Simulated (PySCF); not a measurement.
A structure optimised at PBE0-D3(BJ)/def2-SVP, used in a PySCF frequency run:

```
C
C 1 1.3334
H 2 1.0937 1 124.96
H 1 1.0958 2 116.94 3 0.00
Cl 2 1.7314 3 112.73 1 180.00
Si 1 1.8687 4 119.99 2 180.00
H 6 1.4883 1 111.41 4 -118.19
H 6 1.4883 7 110.29 1 124.26
Cl 6 2.0738 7 108.15 8 118.08
```

**Question.** Write its SMILES, formula and point group.

**Answer.** Cl/C=C\[SiH2]Cl, C2H4Cl2Si, Cs

**Question.** What are its rotational constants (standard atomic weights)?

**Answer.** 9.2548, 0.91922, 0.84457 GHz
